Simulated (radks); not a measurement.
Results of a calculation; reference values are marked as such.
Task: Ionisation ladder of iodine, from I XXIII to I XLIV. Each ion is in the ground configuration listed by NIST, and IE = E(next ion) - E(this ion). Code: a radial shooting solver on a logarithmic mesh with Libxc functionals. Model: scalar-relativistic Kohn-Sham, LDA (Slater exchange, VWN5 correlation), spin-polarised, spherical densities, finite nucleus; open shells are filled with parallel spins first (spin-orbit coupling, left out, can overturn this in heavy ions); Fermi nuclear charge, rms radius 4.75 fm.

species        configuration  IE, Delta-SCF (eV)  <r> HOMO (bohr)
I XXIII    [Ar] 3d10 4s2 4p1                   ?            0.673
I XXIV         [Ar] 3d10 4s2              768.55            0.649
I XXV          [Ar] 3d10 4s1              805.06            0.643
I XXVI             [Ar] 3d10              1402.3            0.279
I XXVII             [Ar] 3d9                   ?            0.276
I XXVIII            [Ar] 3d8                   ?            0.273
I XXIX              [Ar] 3d7              1638.7            0.269
I XXX               [Ar] 3d6              1719.7            0.266
I XXXI              [Ar] 3d5              1824.8            0.262
I XXXII             [Ar] 3d4              1910.6            0.259
I XXXIII            [Ar] 3d3              1997.5            0.256
I XXXIV             [Ar] 3d2              2085.5            0.253
I XXXV              [Ar] 3d1              2174.5            0.250
I XXXVI                 [Ar]              2455.4            0.280
I XXXVII        [Ne] 3s2 3p5              2534.7            0.278
I XXXVIII       [Ne] 3s2 3p4              2613.2            0.276
I XXXIX         [Ne] 3s2 3p3              2715.1            0.274
I XL            [Ne] 3s2 3p2              2797.0            0.272
I XLI           [Ne] 3s2 3p1              2878.1            0.270
I XLII              [Ne] 3s2              3104.4            0.277
I XLIII             [Ne] 3s1                   ?            0.276
I XLIV                  [Ne]              7439.1            0.100

Estimate the withheld Delta-SCF values.

Result: I XXIII: 675.72 eV (NIST 683); I XXVII: 1479.9 eV (NIST 1472); I XXVIII: 1558.7 eV (NIST 1553); I XLIII: 3191.1 eV (NIST 3185.5).
